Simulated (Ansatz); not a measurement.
The same path of Cl2GeH2 (5 atoms, charge 0, multiplicity 1) was run twice with different band settings. Lost on the way: Ge1–H2, Ge1–H3. Made: H2–H3.

Level of theory: RKS B3LYP/def2-SVP in Ansatz.

Relaxed end points:

```xyz
5
Properties=species:S:1:pos:R:3
Ge 0.271 0.000 0.192
H 0.193 0.000 1.724
H 1.689 0.000 -0.393
Cl -0.754 1.768 -0.533
Cl -0.754 -1.768 -0.533
```

```xyz
5
Properties=species:S:1:pos:R:3
Ge -0.826 0.000 -0.589
H 2.492 0.000 2.230
H 2.930 0.000 1.608
Cl -1.975 1.709 -1.396
Cl -1.975 -1.709 -1.396
```

Common settings: movable images 5; climbing image yes; spring 5.0 eV/Å²; optimiser quadratic models (default); start path through a guess of the saddle point; iteration limit 60; end points relaxed.

| run | force threshold |
| --- | --- |
| 1 | 0.05 eV/Å |
| 2 | 0.2 eV/Å |

What does each run give, and how far can it be trusted?

Run 1: converged after 25 iterations, highest image 2.855 eV above the first end. A structure lower than the last end lies on the path between it and the top, so the climb from that side starts below the end, which may itself be a saddle point or a shallow side well. Neighbouring images differ by up to 2.4 eV, so the band resolves the path poorly. A vibrational analysis at the climbing image gives one clearly imaginary mode, 1447i cm⁻¹: a first-order saddle point.
Run 2: converged after 18 iterations, highest image 2.855 eV above the first end. The threshold of 0.2 eV/Å is loose, so the images may lie well off the minimum-energy path. Beside the main top the profile has a ripple of under 15 meV (maxima at images 2, 5), which may be a very shallow well or noise. A structure lower than the last end lies on the path between it and the top, so the climb from that side starts below the end, which may itself be a saddle point or a shallow side well. Neighbouring images differ by up to 2.4 eV, so the band resolves the path poorly. Another band between the same ends (5 images) ends at a top of the same energy, where a vibrational analysis finds 1 clearly imaginary mode.
The orbitals stay closed-shell, which can raise the energy where a bond breaks towards radicals; this wasn't checked here.
